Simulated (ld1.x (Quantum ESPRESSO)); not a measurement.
## PBE TM dataset for Ga, scalar-relativistic all-electron reference.

* Element: gallium (Ga)
* Generator: ld1.x (Quantum ESPRESSO) 7.5
* Type: norm-conserving Troullier–Martins (Kleinman–Bylander form)
* Functional: PBE
* Relativity: scalar-relativistic
* Frozen core: [Ar] 3d10
* Valence charge: 3
* Reference configuration: 4s2 4p0 (charge +1)
* Partial waves: 4s (bound): rc 1.80 bohr; 4p (bound, empty): rc 2.10 bohr; 4d channel at 0.45 Ry: rc 1.65 bohr
* Local potential: the d channel
* Core correction: none

All-electron outer shells of the reference configuration (PBE, scalar-relativistic, ld1.x):

```json
{"shell": "4s", "level (eV)": "-16.33", "outermost node (bohr)": "0.80", "outermost maximum (bohr)": "1.85"}
{"shell": "4p", "level (eV)": "-9.07", "outermost node (bohr)": "0.87", "outermost maximum (bohr)": "2.32"}
```

Task: Estimate the cutoffs (Ry, on a coarse ladder) from which the occupation-weighted sum of valence levels, in a spherical-Bessel basis at the reference potential, stays within 10 and 1 mRy of its value at 400 Ry.

Result: 15 Ry and 40 Ry.

Task: Does the potential have ghost states?

Result: Ghost states, extra bound levels that the all-electron valence spectrum of the same l lacks: s at -704.3 eV, p at -328.8 eV. A true bound ghost makes a file unfit for plane-wave use. The logarithmic derivative shows an extra or strongly shifted pseudo pole above the reference energy (d near 1.07 Ry).

Task: Tests: 4s2 4p1; 4s1 4p0; 4s2 4p0.5; 4s1 4p2; 4s1 4p1; 4s2 4p1.3; 4s0 4p3. Which has the largest error in its energy relative to the reference configuration, and how large is it?

Result: 4s0 4p3, with +170 meV (all-electron minus pseudo) on +7.68 eV.
